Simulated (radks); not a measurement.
Problem. K2+, configuration [Ne] 3s2 3p3 4p2 (not the ground configuration). Method: scalar-relativistic Kohn-Sham, RPBE, spin-polarised, spherical densities, finite nucleus; open shells are filled with parallel spins first; Fermi nuclear charge, rms radius 3.4349 fm; computed with a radial shooting solver on a logarithmic mesh with Libxc functionals. Some entries of the table are withheld. Estimate them.

orbital,occ.,eigenvalue (eV),r(max) (bohr)
1s up,1,-3569.372,0.05301
1s down,1,-3568.414,0.05300
2s up,1,-397.7943,0.3176
2s down,1,-397.0105,0.3179
2p up,3,-324.7539,0.2621
2p down,3,-323.5368,0.2626
3s up,1,(1),1.040
3s down,1,(2),1.041
3p up,3,-55.4558,1.084
3p down,0,-50.0125,1.089
3d up,0,-29.1153,1.130
3d down,0,-24.5672,1.149
4s up,0,(3),(4)
4p up,2,-15.9680,3.084

Solution. 
(1) 3s up eigenvalue (eV): -73.5626
(2) 3s down eigenvalue (eV): -67.8401
(3) 4s up eigenvalue (eV): -20.2919
(4) 4s up r(max) (bohr): 2.780
